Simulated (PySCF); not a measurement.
# How the method changes the shape and vibrations of FH4NSi

All numbers below are calculated, not measured. They come from PySCF 2.14.0, an open-source quantum chemistry program, on an isolated molecule that a program drew, which may never have been made. The molecule is FH4NSi (charge 0, singlet), drawn as the SMILES string `N[SiH2]F`.

The geometry was optimised and harmonic frequencies were computed with HF and MP2, all in the cc-pV(D+d)Z basis, for the commonest isotopes, with a restricted reference for singlets and an unrestricted one otherwise, and a frozen core in MP2. Each result is a local minimum of its method.

Geometry at the HF minimum:
```xyz
7
FH4NSi, angstrom
N    -0.0890   -1.9389   -1.9444
Si    1.0236   -1.1288   -0.9511
F     2.5234   -1.7391   -1.0185
H    -0.4189   -2.8537   -1.6996
H    -0.0574   -1.8287   -2.9406
H     0.6016   -1.2632    0.4501
H     1.1405    0.2655   -1.4002
```

Lengths of the bonds as drawn, in Å (atoms numbered as above):
```
bond,HF,MP2
N1-Si2,1.697,1.711
Si2-F3,1.621,1.639
N1-H4,1.003,1.018
N1-H5,1.003,1.018
Si2-H6,1.470,1.473
Si2-H7,1.470,1.473
```

Rotational constants, in GHz:
| constant | HF | MP2 |
|---|---|---|
| A | 23.14 | 23.27 |
| B | 6.871 | 6.663 |
| C | 5.839 | 5.702 |

Harmonic frequencies in cm^-1, each column in rising order, so a row needn't be the same motion in every method:
```
rank    HF   MP2
   1   270   286
   2   306   292
   3   467   471
   4   601     ?
   5   842   808
   6   860   833
   7   926   897
   8   974   930
   9  1023   972
  10  1032   997
  11  1695  1574
  12  2368  2324
  13  2371  2332
  14  3776  3599
  15  3868  3703
```

**Estimate the missing MP2 frequency from the HF column.**

A single factor s that minimises the squared misfit of MP2 against s times HF over the other rows is sum(HF x MP2) / sum(HF^2) = 0.9610, with an rms misfit of 28 cm^-1. For rank 4 it gives 0.9610 x 601 = 578 cm^-1. The calculation gives 568 cm^-1, 10 cm^-1 below the estimate. The drawn bonds are on average 0.9 % longer in MP2 than in HF.
